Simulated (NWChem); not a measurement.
Molecule: SiNH4Cl; SMILES [SiH2](Cl)N

```xyz
7

Si     0.5732    -0.5018     0.0451
N     -0.6111    -1.7419     0.1395
Cl    -0.1458     1.4254    -0.3828
H      1.5006    -0.8365    -1.0566
H      1.2349    -0.3985     1.3633
H     -1.2455    -1.7767     0.9293
H     -1.0663    -2.0721    -0.7038
```
Atoms are numbered in this order, from 1.

Computed with NWChem. Coordinates come from a B3LYP/6-31G* (spherical d) optimisation. B3LYP is NWChem's, with the RPA form of VWN correlation. Level: B3LYP/def2-SVP with SMD (1 M gas to 1 M solution), gas-phase geometry. Reactions with the solvent are ignored.

For solvent 1,4-dioxane:

```yaml
solvation free energy (kcal/mol): -1.9
dipole in solution (D): 2.36
```

Q: How do the values read with solvent dichloromethane instead?

A: 
- solvation free energy (kcal/mol): -4.3
- dipole in solution (D): 2.55
